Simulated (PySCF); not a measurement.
FGeH5Si, SMILES [SiH2]([GeH3])F.

The structure is a stationary point at B3LYP-D3(BJ)/def2-SVP. This is a generated structure with no PubChem entry under its InChIKey; it may be hypothetical.

These are PySCF with PBE0/def2-TZVPD values and carry that method's errors.

Symmetry labels are those of the subgroup Cs that the program uses (full group Cs).

Computed valence orbital energies around the gap with their symmetry:
| orbital | symmetry | energy (eV) |
|---|---|---|
| HOMO−7 | A' | -14.96 |
| HOMO−6 | A' | -12.70 |
| HOMO−5 | A" | -12.56 |
| HOMO−4 | A' | -12.24 |
| HOMO−3 | A" | -10.10 |
| HOMO−2 | A' | -9.82 |
| HOMO−1 | A" | -9.54 |
| HOMO | A' | -8.35 |
| LUMO | A' | -0.70 |
| LUMO+1 | A' | 0.06 |
| LUMO+2 | A" | 0.27 |
| LUMO+3 | A' | 0.30 |
